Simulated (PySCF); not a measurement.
Level of theory: B3LYP-D3(BJ)/def2-TZVP // BP86-D3(BJ)/def2-SVP (PySCF 2.14.0). All species are isolated molecules in the gas phase. One relaxed conformer stands for a flexible species; it need not be the lowest. B3LYP has the VWN-RPA correlation part, as in Gaussian. 

Reference species: [Zr(NH2)4] (neutral, multiplicity 1).

| Property | Value |
|---|---|
| LUMO | -0.33 eV |
| charge on the central atom (Mulliken) | 1.70 e |
| HOMO | -6.46 eV |
| coordination number | 4 |

Changed species: [Zr(H)4] (4 of 4 NH2 replaced by H; the reference has 0 of 4 NH2 replaced by H).

Task: Give the shifts of the LUMO, charge on the central atom (Mulliken), HOMO and coordination number.

Result: the LUMO decreases by 2.43 eV, to -2.76 eV; the charge on the central atom (Mulliken) falls by 0.91 e, to 0.79 e; the HOMO falls by 1.88 eV, to -8.34 eV; the coordination number hardly moves.
